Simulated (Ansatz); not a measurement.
BBrFH3Si, SMILES `FB([SiH3])Br` from Hartree–Fock to CCSD(T)

```xyz
7

F     2.070   -0.069   -0.760
B     0.784   -0.330   -0.755
Si   -0.492    0.336    0.673
Br    0.111   -1.406   -2.199
H    -1.133   -0.839    1.319
H     0.205    1.151    1.702
H    -1.546    1.156    0.020
```

The species carries charge 0 and has multiplicity 1. Correlated methods include outer-core shells of Br, which these sets cover unevenly. Scalar relativity is left out up to krypton. The structure was optimised at the PBE0-D4/def2-TZVP level. Frozen core, restricted reference, Ansatz 0.2.0.

```
     basis      HF (Eh)  MP2 corr.
  def2-SVP  -2986.79255   -0.59633
def2-TZVPP  -2987.36473   -0.74411
def2-QZVPP  -2987.42843   -1.10186
```

Task: Estimate the CCSD correlation energy and the (T) correction in each basis where they were run (hartree).

Result: 
```tsv
basis	CCSD corr.	(T)
def2-SVP	-0.62843	-0.01478
def2-TZVPP	-0.77645	-0.02656
```
